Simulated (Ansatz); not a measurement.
Saddle point of CH4BrGa, singlet (CH₄BrGa ([CH3][GaH][Br]) → CH₃Ga ([CH3][Ga]) + HBr; bonds formed: Br2–H3; bonds broken: Ga1–Br2, Ga1–H3), PBE0-D4/def2-TZVP structure:

Ga1  (-0.834, -0.752, -0.234)
Br2  (1.276, -1.441, -2.049)
H3  (-0.333, -1.797, -1.483)
C4  (-0.135, 0.781, 0.801)
H5  (-0.864, 1.134, 1.533)
H6  (0.110, 1.596, 0.114)
H7  (0.780, 0.480, 1.317)
(Å)

Energies are electronic, without zero-point energy. Barriers and step energies count from the start structure reached by relaxing down the imaginary mode; all methods use the PBE0-D4 structures, on which another method's saddle can fall below an end. Computed with Ansatz 0.2.0 (basis: def2-TZVPP, with def2-QZVPP for the basis limit); correlated methods freeze the cores. Filled d shells of the heavier atoms are correlated. The def2 sets are not built for correlating such inner shells, so the correlated values are less sure here. B3LYP uses VWN-RPA correlation. Extrapolation: Hartree–Fock as exp(−7.88 √X), correlation as X^−2.97.

| method | barrier (kcal/mol) | step energy (kcal/mol) |
| --- | --- | --- |
| SPW92 | 42.48 | 44.69 |
| PBE-D4 | 42.80 | 40.96 |
| BLYP-D4 | 41.43 | 36.92 |
| r2SCAN-D4 | 49.00 | 48.13 |
| B97M-V | ? | 47.34 |
| PBE0-D4 | 50.37 | 45.50 |
| B3LYP-D4 | ? | 41.16 |
| r2SCAN0-D4 | 53.88 | 49.73 |
| BHLYP-D4 | 56.54 | 46.45 |
| CAM-B3LYP-D4 | 53.65 | 44.90 |
| wB97X-V | 58.09 | 48.91 |
| wB97M-V | 55.01 | 45.70 |
| B2PLYP | 51.84 | 44.81 |
| PBE-QIDH | 57.36 | 50.67 |
| RPA on PBE | ? | 45.30 |
| HF | 69.03 | 50.68 |
| MP2 | 57.04 | 50.52 |
| CCSD | 58.69 | 48.00 |
| CCSD(T) | 55.89 | 47.72 |

Fill in the withheld barriers. (An estimate is asked for; the value comes from the calculation.)

The calculation gives: RPA on PBE 53.07; B97M-V 51.40; B3LYP-D4 47.75 kcal/mol. Each is the energy of the saddle less that of the start structure, by the same method.

For comparison, the barrier by CCSD(T) at an estimated basis limit (MP2 extrapolated from triple and quadruple zeta, plus CCSD(T) − MP2 in triple zeta) is 53.46 kcal/mol.

T1 diagnostic: at most 0.013. The restricted Hartree–Fock reference is unstable towards an unrestricted one at one or more of these structures.

Labels in which every atom is bracketed show which atoms are joined, not bond orders.

For scale, one of the runs: CCSD(T)/def2-TZVPP, 183 basis functions, launched by `ansatz run in.yaml --threads 4 --pin off --events-out ev --progress --plain --max-ram 9574MiB`. Time: 61 s of wall clock on 4 CPU threads of an Arm Neoverse V1; the host was shared. Peak host memory: 1.9 GiB.
